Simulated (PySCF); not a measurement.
CH3BrSSe, SMILES CS[Se]Br. Atoms are numbered in the order given.

```xyz
7

Se     0.0772    -0.6582     0.7227
Br    -1.1970     1.2786     0.1336
S      1.7998    -0.6171    -0.5706
C      1.1964    -1.3441    -2.1299
H      0.8127    -2.3605    -1.9685
H      2.0649    -1.3751    -2.8059
H      0.4184    -0.7009    -2.5649
```
Charge 0, spin multiplicity 1.

Geometry: r2SCAN-D4/def2-SVP. The structure was generated by enumeration, and PubChem lists no compound with its InChIKey, so it may never have been made. One conformer was computed; it need not be the lowest.

The numbers are results of PySCF with PBE/def2-TZVP, not measurements.

Gas-phase values at a fixed geometry.

The total energy is -5412.90365 hartree. The highest occupied level comes out as -5.69 eV and the lowest empty level comes out as -3.42 eV. The orbital gap comes out as 2.28 eV and the dipole moment comes out as 2.59 D. The quadrupole, principal values (traceless, Buckingham form, about the centre of nuclear charge) comes out as -5.52, -1.38, 6.90 D·Å, the mean static polarisability is 83.8 bohr³ (12.42 Å³) and the polarisability, principal values is 60.1, 73.3, 118.1 bohr³.
